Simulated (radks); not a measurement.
Coulomb parameter of the 4d shell of the cadmium ion Cd3+ in the model configuration [Kr] 4d7.5 5s1.5, as a second difference U = [E(n + 0.5) + E(n - 0.5) - 2 E(n)] / (0.5)^2 with all orbitals relaxed. "Bare": the charge of the atom changes with n. "Screened": the 5s shell takes up the change at fixed total charge, which measures U(4d,4d) + U(5s,5s) - 2 U(4d,5s). Calculated with a radial shooting solver on a logarithmic mesh with Libxc functionals: scalar-relativistic Kohn-Sham, BLYP, spin-unpolarised, spherical densities, finite nucleus; Fermi nuclear charge, rms radius 4.6087 fm.

case              configuration  E - E(n) (eV)
start          [Kr] 4d7.5 5s1.5          0.000
bare +0.5        [Kr] 4d8 5s1.5        -24.301
bare -0.5        [Kr] 4d7 5s1.5         28.436
screened +0.5      [Kr] 4d8 5s1         -8.293
screened -0.5      [Kr] 4d7 5s2          9.013

U(bare) = 16.540 eV, U(screened by 5s) = 2.880 eV, against the Slater integral F0(4d,4d) = 21.320 eV with frozen orbitals.
